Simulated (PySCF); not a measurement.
AlH3S. Atoms are numbered in the order given.

```xyz
5

Al    -0.0048     1.1163     0.0000
H      1.3773     1.8791     0.0000
H     -1.4192     1.8218     0.0000
S      0.0847    -1.0630     0.0000
H     -1.2516    -1.2051     0.0000
```

Geometry optimised at PBE0-D3(BJ)/def2-TZVP.

These are HF/def2-TZVPD run with PySCF values and carry that method's errors.

```json
{
  "total_energy": "-641.24878 hartree",
  "point_group": "Cs",
  "highest_occupied_level": "-10.53 eV",
  "lowest_empty_level": "1.09 eV",
  "orbital_gap": "11.62 eV",
  "dipole_moment": "1.14 D",
  "quadrupole, principal values (traceless, Buckingham form, about the centre of nuclear charge)": "-4.19, 0.59, 3.60 D·Å",
  "mean_static_polarisability": "48.6 bohr³ (7.19 Å³)",
  "polarisability_principal_values": "42.0, 46.9, 56.8 bohr³"
}
```
